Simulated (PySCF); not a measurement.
Vertical excitations of a molecule C2H9ClOSi2 from TDA-PBE/def2-SVPD run with PySCF, as energy in eV (oscillator strength): 5.85 (0.021), 6.05 (0.005), 6.10 (0.009), 6.39 (0.023), 6.57 (0.020), 6.71 (0.013). Lowest triplet (TDA): 5.35 eV. Geometry: r2SCAN-D4/def2-SVP. Other conformers were not sampled.

### Question
Pick the molecule that these values belong to.
(A) C[SiH2][C@H](O)[SiH2]Cl
(B) O[SiH2]CC[SiH2]Cl
(C) CO[Si@H](Cl)[SiH2]C
(D) C[SiH2][Si@](C)(O)Cl

### Answer
C, CO[Si@H](Cl)[SiH2]C
